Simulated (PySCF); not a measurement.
## Ar⁺ (argon, charge +1) across methods

[Ne] 3s2 3p5, 2P determinant. All numbers are calculated (PySCF 2.14, the non-relativistic Hamiltonian (point nucleus), in aug-cc-pV(T+d)Z (6s5p4d2f, 55 functions)).

| method | E (hartree) | mean ε 3s β (eV) | mean ε 3p α (eV) | mean ε 3p β (eV) | Σ⟨r²⟩ (bohr²) | ⟨S²⟩ |
| --- | --- | --- | --- | --- | --- | --- |
| LDA | -525.3457 | -35.767 | -22.684 | -21.596 | 20.24 | 0.751 |
| PBE | -526.7600 | -35.688 | -22.643 | -21.555 | 20.17 | 0.753 |
| r2SCAN0 | -526.9312 | -38.684 | -24.901 | -23.640 | 20.09 | 0.756 |
| PBE0 | -526.8038 | -38.261 | -24.522 | -23.347 | 20.12 | 0.754 |
| HSE06 | -526.8234 | -37.843 | -24.099 | -22.929 | 20.12 | 0.754 |
| wB97X | -526.9661 | -40.965 | -27.050 | -25.919 | 20.07 | 0.753 |
| UHF | -526.27818 | -44.740 | -29.148 | -27.633 | 20.21 | 0.759 |
| r2SCAN | -526.9301 | -36.387 | -23.218 | -22.001 | 20.09 | 0.755 |

Estimate the same row for M06-2X.

E (hartree) = -526.9521; mean ε 3s β (eV) = -40.333; mean ε 3p α (eV) = -26.136; mean ε 3p β (eV) = -24.958; Σ⟨r²⟩ (bohr²) = 20.16; ⟨S²⟩ = 0.753.
